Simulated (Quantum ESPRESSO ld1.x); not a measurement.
As IX, configuration [Ar] 3d7. Method: scalar-relativistic Kohn-Sham, LDA (Slater exchange, Perdew-Zunger correlation), spin-unpolarised, spherical densities, point nucleus; computed with ld1.x of Quantum ESPRESSO 7.5.

Unscreened Slater integrals over Kohn-Sham orbitals (hartree).

| integral | value |
|---|---|
| F0(3d,3d) | 1.5466 |
| F2(3d,3d) | 0.75411 |
| F4(3d,3d) | 0.47734 |
| F0(3d,3p) | 1.5302 |
| F2(3d,3p) | 0.74130 |
| G1(3d,3p) | 0.88628 |
| G3(3d,3p) | 0.55567 |
| F0(3d,3s) | 1.5398 |
| G2(3d,3s) | 0.67786 |
| F0(3d,2p) | 2.0651 |
| F2(3d,2p) | 0.47925 |
| G1(3d,2p) | 0.38869 |
| G3(3d,2p) | 0.22179 |
| F0(3p,3p) | 1.5308 |
| F2(3p,3p) | 0.77056 |
| F0(3p,3s) | 1.5393 |
| G1(3p,3s) | 1.0186 |
| F0(3p,2p) | 2.0648 |
| F2(3p,2p) | 0.44040 |
| G0(3p,2p) | 0.17180 |
| G2(3p,2p) | 0.18275 |
| F0(3s,3s) | 1.5497 |
| F0(3s,2p) | 2.0555 |
| G1(3s,2p) | 0.17788 |
| F0(2p,2p) | 5.1491 |
| F2(2p,2p) | 2.4330 |

Derived for the open shells (J is the average intra-shell exchange parameter used in DFT+U). 3d: Racah B = F2/49 - 5 F4/441 = 0.009978 hartree, C = 35 F4/441 = 0.03788 hartree, C/B = 3.80, F4/F2 = 0.633, J = (F2 + F4)/14 = 0.08796 hartree.
